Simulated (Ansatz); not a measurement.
Mo(NH)2(OH)2 (MoN2O2H4). Charge 0, multiplicity 3. Geometry B3LYP-D4/def2-SVP, that of the neutral singlet; atoms count from 1.

```xyz
9

Mo    0.024    0.054    0.099
N    -1.005    0.706   -1.137
H    -1.489    0.725   -2.033
N     0.640   -1.508   -0.341
H     0.757   -2.332   -0.927
O    -0.976   -0.164    1.700
H    -1.791    0.339    1.831
O     1.475    1.261    0.320
H     2.364    0.920    0.488
```

In the def2 sets Mo takes a core potential; there is no spin–orbit coupling. At PBE0-D4/def2-TZVP a singlet of charge 0 lies 3.90 eV below the triplet at the same geometry.

Problem. Estimate the Mulliken populations from the PBE0/def2-TZVP orbitals of Ansatz.

Solution. 
```csv
atom,charge (e),spin (α − β),d electrons
Mo1,1.64,0.57,3.83
N2,-0.66,0.65,–
H3,0.25,0.00,–
N4,-0.66,0.65,–
H5,0.25,0.00,–
O6,-0.74,0.06,–
H7,0.34,0.00,–
O8,-0.74,0.06,–
H9,0.34,0.00,–
```
Mulliken values and Mayer orders depend strongly on the basis.

Problem. Where does the spin sit?

Solution. Summed by element: Mo 0.57, N 1.30, H 0.00, O 0.13, of 2 unpaired in all. Largest on single atoms: N2 0.65, N4 0.65, Mo1 0.57.

Problem. And the Mayer bond orders between bonded heavy atoms (over 0.3)?

Solution. Mo1–N2 1.47 (1.73 Å); Mo1–N4 1.47 (1.73 Å); Mo1–O6 0.88 (1.90 Å); Mo1–O8 0.88 (1.90 Å). Values over 0.3 also appear between atoms too far apart for a bond (N2–N4 0.31 at 2.87 Å); they arise where an orbital or an unpaired electron spreads over both atoms.
